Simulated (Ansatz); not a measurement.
Born–Oppenheimer molecular dynamics of CH₅GeNO (9 atoms, charge 0, multiplicity 1). It starts at the highest image of a converged band. Of that band: Neighbouring images differ by up to 2.0 eV, so the band resolves the path poorly. A vibrational analysis at the climbing image gives one clearly imaginary mode, 948i cm⁻¹: a first-order saddle point.

The calculation used RKS r2SCAN/def2-SVP in Ansatz 0.2.0.

| Item | Value |
| --- | --- |
| ensemble | NVE (velocity Verlet) |
| time step | 0.5 fs |
| steps asked | 200 |
| starting velocities drawn for | 100 K |
| seed | 8368 |

First frame:

```xyz
9
Properties=species:S:1:pos:R:3
N 0.676 0.879 -1.192
C 0.499 0.220 -0.131
O 1.325 0.295 0.919
Ge -1.291 -1.136 0.469
H -0.019 0.682 -1.912
H 2.021 0.934 0.673
H -2.110 -0.226 -0.474
H 0.138 -1.311 -0.172
H -1.151 -0.383 1.803
```

(1) How far do the bonds stretch over the last three quarters of this one trajectory? (Pairs bonded in most of those frames.)

## Answers

(1) 
```tsv
bond	mean (Å)	spread (Å)	shortest	longest
N1–C2	1.266	0.018	1.24	1.30
N1–H5	1.022	0.007	1.01	1.03
C2–O3	1.339	0.015	1.31	1.38
C2–H8	1.155	0.096	1.00	1.34
O3–H6	0.977	0.005	0.97	0.99
Ge4–H7	1.591	0.028	1.55	1.63
Ge4–H9	1.589	0.020	1.56	1.63
```

Mean temperature of the second half: 594 K. The conserved energy stayed within 0.38 meV per atom of its start (net change 0.055 meV per atom), so the integration is sound. The system heated up, since it started high on the potential surface and ran downhill. A run of 0.1 ps of so small a system gives no equilibrium averages. The orbitals stay closed-shell, which can raise the energy where a bond breaks towards radicals; this wasn't checked here.

Run time: 10 min on 2 threads of Arm Neoverse V1 (shared host), peak memory 0.15 GiB.
